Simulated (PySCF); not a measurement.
**Si4H9NO3**

Si4H9NO3 is a molecule, neutral, singlet. The structure, one conformer, was relaxed in the gas phase by PBE0-D3(BJ)/def2-SVP. No frequency run checks that it is a minimum.

SMILES: [SiH3]N[SiH]1O[SiH2]O[SiH2]O1

Coordinates in Å:
```
O1     -0.347    0.871    1.636
Si2    -1.114   -0.493    2.195
O3     -0.337   -1.807    1.533
Si4     0.915   -1.933    0.448
O5      1.317   -0.390   -0.030
Si6     0.761    1.113    0.417
N7      0.074    1.764   -1.012
Si8    -0.377    0.817   -2.413
H9     -2.536   -0.492    1.760
H10    -1.003   -0.546    3.675
H11     0.475   -2.709   -0.739
H12     2.084   -2.567    1.109
H13     1.834    1.970    0.968
H14    -0.163    2.751   -1.033
H15    -1.147   -0.400   -2.009
H16    -1.245    1.682   -3.267
H17     0.799    0.370   -3.218
```

Shieldings: GIAO PBE0/pcSseg-1. Shifts are against computed references at the same level: H TMS (σ 31.27 ppm), Si TMS (σ 352.0 ppm). Core levels by delta-SCF with SCAN, pcX-2 on the ionised atom and pcseg-1 elsewhere, spin-free X2C (2p3/2 is the spin-free 2p value less a third of a first-order spin-orbit splitting); from the vacuum level, for chosen atoms.

(1) Give the shieldings and core levels atom by atom.

(2) By CAM-B3LYP/def2-SVPD (TDDFT singlets, Tamm-Dancoff triplets, ionisation by delta-SCF), where does absorption start, and what does vertical ionisation take?

## Answers

(1) 
```tsv
atoms	bonded to	σ (ppm)	δ (ppm)	core level (eV)
O1	2 Si	221.3	-	1s 537.89
Si2	2 O + 2 H	385.7	-33.7	2p3/2 108.09
O3	2 Si	250.9	-	-
Si4	2 O + 2 H	383.7	-31.7	-
O5	2 Si	244.5	-	1s 538.02
Si6	1 N + 2 O + 1 H	401.8	-49.8	2p3/2 108.09
N7	2 Si + 1 H	237.4	-	1s 404.36
Si8	1 N + 3 H	407.6	-55.7	-
H9	1 Si	26.01	5.26	-
H10	1 Si	26.09	5.18	-
H11	1 Si	25.98	5.29	-
H12	1 Si	26.00	5.27	-
H13	1 Si	26.44	4.83	-
H14	1 N	30.70	0.57	-
H15 H16 H17	1 Si	26.56	4.71	-
```

Values are those of this one static structure, with the three H of a rotating XH3 group averaged; atoms that internal rotation interchanges would show their mean in an NMR spectrum.

(2) The lowest singlet lies at 6.76 eV (f 0.010), the strongest of the first 6 at 7.47 eV (f 0.023), the lowest triplet at 6.42 eV; vertical ionisation takes 9.89 eV.

The 3 runs behind this took 8.4 min in all, one thread each of Arm Neoverse V1 on a shared host, launched as `OMP_NUM_THREADS=1 python cluster_run.py task.json out`.
